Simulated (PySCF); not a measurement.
**Ag²¹⁺: ionisation energy**

Ag²¹⁺ [Ar] 3d8 [3d3/2^4 3d5/2^4, M_J = 4] → Ag²²⁺ [Ar] 3d7 [3d3/2^4 3d5/2^3, M_J = 9/2], as a difference of total energies. Computed with PySCF 2.14 in an even-tempered Gaussian basis (17 s from 2.5 bohr⁻², ratio 2.8; 12 p from 3.2 bohr⁻², ratio 2.8; 8 d from 3.2 bohr⁻², ratio 2.8; 4 f from 14 bohr⁻², ratio 3), with the two-component X2C-1e Hamiltonian. Correlated levels: [Ne] frozen; the 76 highest virtual spinors dropped. "Screened" scales the spin-orbit matrix elements by Boettger's factors to mimic the two-electron term; Breit and QED terms are absent.

```tsv
method	ionisation energy (eV)
GHF (spin-free)	1014.8
GMP2 (spin-free)	1016.1
GHF (screened spin-orbit)	1013.4
GMP2 (screened spin-orbit)	1014.6
```

Breit and QED terms and the two-electron picture change are absent.

The spin-free rows relax to the high-spin LS determinant and lack the spin-orbit shift.

The labels give the starting determinants; with spin-orbit coupling the two ends relaxed to ⟨J²⟩ = 20.00, ⟨L²⟩ = 12.28, ⟨S²⟩ = 1.94 and ⟨J²⟩ = 24.75, ⟨L²⟩ = 13.22, ⟨S²⟩ = 3.33.

For comparison: 1013 ± 4 eV (theoretical estimate listed by NIST; NIST Atomic Spectra Database, ionization energies).
